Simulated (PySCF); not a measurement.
SMILES [GeH4], singlet (B3LYP/def2-SVP optimised geometry):

```
5

Ge    -0.513    -0.363     0.000
H      1.027    -0.363     0.000
H     -1.027    -1.089     1.258
H     -1.027    -1.089    -1.258
H     -1.027     1.089     0.000
```

Computed with B3LYP/def2-TZVP (PySCF).

Task: What are the frontier orbital energies and the dipole moment?

Result: HOMO-2 -9.44 eV, HOMO-1 -9.44 eV, HOMO -9.44 eV, LUMO 0.66 eV, LUMO+1 1.15 eV; dipole moment 0.00 D.

On the same geometry PBE/def2-TZVP (PySCF) gives HOMO-2 -8.34 eV, HOMO-1 -8.34 eV, HOMO -8.34 eV, LUMO 0.14 eV, LUMO+1 0.58 eV; dipole moment 0.00 D.

Meta-Löwdin charges at B3LYP/def2-TZVP: Ge1 0.22, H2 -0.05, H3 -0.05, H4 -0.05, H5 -0.05.
